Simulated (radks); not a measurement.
All-electron atom: Ge12+ in [Ar] 3d2. Method: scalar-relativistic Kohn-Sham, LDA (Slater exchange, VWN5 correlation), spin-polarised, spherical densities, finite nucleus; open shells are filled with parallel spins first; Fermi nuclear charge, rms radius 4.0742 fm; computed with a radial shooting solver on a logarithmic mesh with Libxc functionals.

Normalised radial functions P(r) = r R(r), r in bohr:

r,2p down,3p up
0.004343,0.0189,0.0085
0.005434,0.0285,0.0128
0.006798,0.0429,0.0193
0.008505,0.0645,0.0290
0.01064,0.0964,0.0433
0.01331,0.1431,0.0643
0.01665,0.2104,0.0944
0.02083,0.3059,0.1371
0.02628,0.4435,0.1982
0.03287,0.6226,0.2771
0.04113,0.8535,0.3773
0.05145,1.1358,0.4967
0.06437,1.4572,0.6257
0.08053,1.7873,0.7438
0.1007,2.0748,0.8165
0.126,2.2517,0.7968
0.159,2.2474,0.6265
0.1989,2.0254,0.2867
0.2488,1.6146,-0.2067
0.3113,1.1082,-0.7638
0.3894,0.6339,-1.2325
0.4872,0.2901,-1.4558
0.6095,0.1010,-1.3600
0.7625,0.0252,-1.0128
0.9616,0.0038,-0.5741
1.203,0.0004,-0.2463
1.505,0.0000,-0.0740
1.883,0.0000,-0.0144

2p down: eigenvalue -1563.3 eV, 0 radial nodes, <r> = 0.183 bohr, 90 % of the charge inside 0.299 bohr. 3p up: eigenvalue -431.34 eV, 1 radial node at r = 0.228 bohr, <r> = 0.568 bohr, 90 % of the charge inside 0.850 bohr.
